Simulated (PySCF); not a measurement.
PySCF job for Mg(Me) (CH₃Mg), SMILES [Mg+][CH3], charge +1, PBE0-D3(BJ)/def2-TZVP. Coordinates come from a PBE0-D3(BJ)/def2-TZVP optimisation. The multiplicity is an assumed one; other spin states were not compared. The isomer is the one that the SMILES or the coordinates give; other isomers of the formula were not compared.

```python
import numpy as np
from pyscf import gto, scf, dft, df
from pyscf.hessian import thermo

mol = gto.M(
    atom='''
    Mg    0.00000000    0.00000000   -0.93024594
    C    -0.00000000   -0.00000000    1.13355445
    H    -0.90194072    0.52073572    1.45387484
    H     0.90194073    0.52073572    1.45387484
    H     0.00000000   -1.04147143    1.45387484
    ''',
    basis='def2-TZVP',
    charge=1,
    spin=0,
    max_memory=1600,
    verbose=3,
)
mf = dft.RKS(mol, xc='pbe0').density_fit(auxbasis='def2-universal-jkfit')
mf.disp = 'd3bj'
mf.grids.level = 3
mf.conv_tol = 1e-11
mf.max_cycle = 100
mf.kernel()

# [left out here: the lines that compute and print the analytic Hessian (its translational invariance restored by hand, since the grid's response is missing), thermochemistry and intensities]
```

Output:

```
converged SCF energy = -239.56082419842

WARN: DFTD3 does not support analytical Hessian, using finite difference


WARN: Mole.unit (angstrom) is changed to Bohr

Mode                                 0                   1                   2
Irrep
Freq [cm^-1]                      533.2860            660.4084            660.4269
Reduced mass [au]                   6.7594              1.1419              1.1419
Force const [Dyne/A]                1.1326              0.2934              0.2935
Char temp [K]                     767.2798            950.1806            950.2073
Normal mode                   x     y     z       x     y     z       x     y     z
       0  Mg                 0.00 -0.00 -0.13   -0.00  0.03 -0.00    0.03  0.00 -0.00
       1   C                -0.00  0.00  0.21    0.01 -0.10  0.00   -0.10 -0.01  0.00
       2   H                -0.01  0.01  0.17    0.02  0.19 -0.41    0.16  0.05  0.59
       3   H                 0.01  0.01  0.17   -0.04  0.19 -0.31    0.15 -0.02 -0.65
       4   H                 0.00 -0.01  0.17   -0.02  0.14  0.71    0.21  0.01  0.06
Mode                                 3                   4                   5
Irrep
Freq [cm^-1]                     1098.9311           1413.8694           1413.8741
Reduced mass [au]                   1.1662              1.0663              1.0663
Force const [Dyne/A]                0.8298              1.2559              1.2559
Char temp [K]                    1581.1172           2034.2433           2034.2500
Normal mode                   x     y     z       x     y     z       x     y     z
       0  Mg                 0.00 -0.00 -0.01   -0.00  0.00 -0.00   -0.00 -0.00  0.00
       1   C                -0.00  0.00 -0.11   -0.01  0.07  0.00   -0.07 -0.01 -0.00
       2   H                 0.15 -0.09  0.50   -0.36 -0.48 -0.15    0.12  0.42 -0.21
       3   H                -0.15 -0.09  0.50    0.38 -0.55 -0.11    0.05 -0.32  0.24
       4   H                 0.00  0.17  0.50    0.07  0.13  0.26    0.73 -0.01 -0.02
Mode                                 6                   7                   8
Irrep
Freq [cm^-1]                     3067.6774           3191.4139           3191.4260
Reduced mass [au]                   1.0246              1.1063              1.1063
Force const [Dyne/A]                5.6809              6.6386              6.6386
Char temp [K]                    4413.7047           4591.7340           4591.7514
Normal mode                   x     y     z       x     y     z       x     y     z
       0  Mg                -0.00  0.00 -0.00   -0.00  0.00  0.00    0.00  0.00  0.00
       1   C                 0.00  0.00 -0.04   -0.01  0.09  0.00    0.09  0.01  0.00
       2   H                -0.48  0.27  0.15    0.39 -0.21 -0.14   -0.51  0.30  0.19
       3   H                 0.48  0.27  0.15   -0.26 -0.13 -0.09   -0.58 -0.35 -0.21
       4   H                -0.00 -0.55  0.15   -0.00 -0.73  0.23    0.02 -0.09  0.03
temperature 298.1500 [K]
pressure 101325.00 [Pa]
Rotational constants [GHz] 154.07802 11.49618 11.49618
Symmetry number 3
Zero-point energy (ZPE) 0.03470 [Eh]   91103.484 [J/mol]
                           tot       elec      trans        rot        vib
Entropy [J/mol/K]       236.141      0.000    154.545     75.782      5.814
Cv [J/mol/K]             39.475      0.000     12.472     12.472     14.532
Cp [J/mol/K]             47.790      0.000     20.786     12.472     14.532
Internal energy [J/mol]                      3718.434   3718.434  92413.494
Internal energy [Eh]   -239.52279  -239.56082
Enthalpy [J/mol]                             6197.391   3718.434  92413.494
Enthalpy [Eh]          -239.52185
Gibbs free energy [J/mol]                  -39880.166 -18875.939  90679.950
Gibbs free energy [Eh] -239.54867
static polarisability / bohr^3: [[ 2.8469e+01  0.0000e+00 -0.0000e+00]
 [ 0.0000e+00  2.8469e+01 -1.0000e-03]
 [ 0.0000e+00  0.0000e+00  6.1219e+01]]
largest difference of analytic and finite-field dipole derivatives / e: 0.001034716473343411
mode   freq/cm-1   IR/(km/mol)   Raman/(A^4/amu)   depolarisation
   1      533.29         0.018           101.379            0.114
   2      660.41        87.701             0.324            0.750
   3      660.43        87.698             0.325            0.750
   4     1098.93       109.561           204.104            0.096
   5     1413.87         0.518             1.862            0.750
   6     1413.87         0.518             1.855            0.750
   7     3067.68         3.071           223.903            0.015
   8     3191.41         9.825           100.217            0.750
   9     3191.43         9.824           100.215            0.750
max |gradient| / (hartree/bohr): 4.539471485492624e-05
APT charges: [ 1.0693 -0.103   0.0112  0.0112  0.0112]
```

The calculation finished and met its thresholds.
